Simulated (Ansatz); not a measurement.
Two isomers of C3H8OSi: A = `CC(C)O[SiH]`, B = `O[SiH]1CCC1`.

Isolated molecules relaxed with PBE0-D4/def2-TZVP in Ansatz; ΔE leaves out vibrations. CCSD(T)/CBS is the MP2 limit (def2-TZVPP, def2-QZVPP) plus CCSD(T) − MP2 in def2-TZVPP, frozen cores. DFT in def2-TZVPP. B3LYP here is the variant with VWN-RPA as its local correlation; programs differ in this. One conformer a species, not always the lowest.

Which isomer does CCSD(T)/CBS put lower? Give the gap. (Estimate.)

Ansatz gave: B, by 139.7 kJ/mol.

Give E(B) − E(A) in kJ/mol with PBE-D4, CCSD/def2-TZVPP, B3LYP, r2SCAN-D4, MP2/def2-TZVPP, PBE0-D4, HF/def2-TZVPP. (Estimate.)

Computed: PBE-D4 -134.9, CCSD/def2-TZVPP -132.0, B3LYP -121.3, r2SCAN-D4 -149.8, MP2/def2-TZVPP -154.4, PBE0-D4 -148.3, HF/def2-TZVPP -124.3. None reverses the order clearly.

Largest T1 diagnostic: 0.014.

From PBE to PBE0 (25 % exact exchange), in def2-TZVPP and without D4, E(B) − E(A) moves by −13.6 kJ/mol. In def2-TZVPP, CCSD(T) changes the Hartree–Fock value by −8.1 kJ/mol (the triples alone add −0.4 kJ/mol) and MP2 by −30.2 kJ/mol.
